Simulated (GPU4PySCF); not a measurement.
C7H10F6, SMILES FC(CC(F)(F)CC(C)(F)F)(C)F.

Geometry optimised at ωB97M-D3(BJ)/def2-TZVP. One conformer was computed; it need not be the lowest.

The numbers are results of M06-2X/def2-TZVPD (GPU4PySCF), not measurements.

Computed frontier levels, gap, dipole moment and polarisability:
The highest occupied level is -11.12 eV, the lowest empty level is 0.05 eV and the orbital gap comes out as 11.17 eV. The dipole moment is 0.08 D and the quadrupole, principal values (traceless, Buckingham form, about the centre of nuclear charge) is -18.51, 8.45, 10.06 D·Å. The mean static polarisability is 88.0 bohr³ (13.04 Å³). The polarisability, principal values is 79.7, 83.9, 100.4 bohr³.
